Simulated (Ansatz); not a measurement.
Gas-phase reaction R1 + R2 → P1 + P2, each structure at its B3LYP-D3(BJ)/def2-TZVP stationary point, reached from a drawn start (curvature not checked).
P1: H atom, charge 0, multiplicity 2.
R1: H2 (SMILES [H][H]), charge 0, multiplicity 1.
P2: H2O (SMILES O), charge 0, multiplicity 1.
R2, OH (SMILES [OH]) (charge 0, multiplicity 2):
```xyz
2

O      0.000     0.000     0.488
H      0.000     0.000    -0.488
```

P less R. No zero-point or thermal terms; singlets are restricted closed shells; open shells are unrestricted; no spin–orbit coupling.

Cores are frozen in the correlated methods. CBS(a, b) extrapolates the correlation energy as X⁻³ and adds the Hartree–Fock energy of set b.

The values were computed with Ansatz (Gaussian orbitals). Each number belongs to the level named beside it.

PBE/def2-TZVPPD gives -82.7 kJ/mol for the reaction energy.

**Question.** How do the other levels lie against it? Give each less PBE: r2SCAN/def2-TZVPPD, B3LYP/def2-TZVPPD, wB97M-V/def2-TZVPPD, B2PLYP/def2-TZVPPD, MP2/CBS(aug-cc-pVTZ, aug-cc-pVQZ), CCSD(T)/CBS(aug-cc-pVTZ, aug-cc-pVQZ).

**Answer.** r2SCAN/def2-TZVPPD 24.6; B3LYP/def2-TZVPPD 30.1; wB97M-V/def2-TZVPPD 16.1; B2PLYP/def2-TZVPPD 19.4; MP2/CBS(aug-cc-pVTZ, aug-cc-pVQZ) -20.5; CCSD(T)/CBS(aug-cc-pVTZ, aug-cc-pVQZ) 14.3 kJ/mol. 5 of 6 lie above PBE; the widest gap is to B3LYP/def2-TZVPPD.

Ansatz is a first-principles code.
